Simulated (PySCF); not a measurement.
Method: B3LYP-D3(BJ)/def2-TZVP // PBE0-D4/def2-TZVP run with PySCF. All species are isolated molecules in the gas phase. One relaxed conformer stands for a flexible species; it need not be the lowest. B3LYP has the VWN-RPA correlation part, as in Gaussian. 

Reference species (SMILES): `O[SiH2]` (neutral, multiplicity 2).

```yaml
highest_occupied_spin_orbital: -5.89 eV
```

Changed species: `[SiH2]Cl` (radical fragment; the reference has radical fragment).

Problem. Predict the effect on the highest occupied spin orbital.

Solution. the highest occupied spin orbital falls by 0.35 eV, to -6.24 eV.
